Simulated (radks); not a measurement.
The numbers below are computed, except where a source is named.
Ionisation of neutral neodymium, [Xe] 4f4 6s2, to [Xe] 4f4 6s1 as the strength of local exchange is varied. Level of theory: Dirac Kohn-Sham, Slater X-alpha exchange (alpha = 2/3 is LDA exchange), no correlation, spin-unpolarised, spherical densities, finite nucleus; open shells are shared between the two j in proportion to 2j + 1; Fermi nuclear charge, rms radius 4.9123 fm (a radial shooting solver on a logarithmic mesh with Libxc functionals).

alpha,E(Nd) (hartree),exchange (hartree),IE (eV),-e of the level emptied (eV),<r> of it (bohr)
0.667,-9616.6966,-210.2905,5.165,2.851 (6s1/2),4.506
0.68,-9620.7961,-214.4841,5.220,2.900 (6s1/2),4.491
0.685,-9622.3734,-216.0980,5.241,2.919 (6s1/2),4.485
0.801,-9659.0398,-253.6810,5.765,3.393 (6s1/2),4.346
1.04,-9735.0323,-331.9774,6.957,4.502 (6s1/2),4.074

NIST Atomic Spectra Database: 5.525 eV (measured). The Delta-SCF value meets it near alpha = 0.75. Spin polarisation and multiplet splitting are left out, so open shells lie too high by an amount that depends on their filling. Sharing an open shell by 2j + 1 raises it above the true ground level by a part of the spin-orbit splitting, which enters the differences from NIST.

Beside tabulated values, note that spin-unpolarised runs miss the spin-polarisation part of the exchange energy of open shells.
